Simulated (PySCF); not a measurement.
**H₂Te to TeH₆: adding ligands**

Level: PBE0 in the def2-TZVP basis family, computed in PySCF with density fitting; scalar-relativistic core potentials for atoms from Rb on, none lighter, no spin–orbit coupling; open shells unrestricted.

Each entry is the lowest minimum that a search over a few typed start shapes (and spin states, where more than one is plausible) found, or that minimum re-optimised at the stated level; isomers with ligand–ligand bonds, or fragments after loss of a ligand pair, can lie lower.

```tsv
molecule	2S+1	point group	mean bond to Te (Å)	dipole (D)	highest ω (cm⁻¹)	atomisation (kJ/mol)	gap (eV)
H₂Te	1	C2v	1.656	0.22	2172	582	5.88
TeH₃	2	Cs	1.752	0.13	2139	609	–
TeH₄	1	C4v	1.729	0.50	1928	797	5.49
TeH₅	2	C4v	1.769	0.04	2072	838	–
TeH₆	1	Oh	1.733	0.00	1958	1054	5.53
```

Left out of the table are members whose search was unfinished or whose lowest solution was spin-contaminated, unstable, very soft or bonded differently.
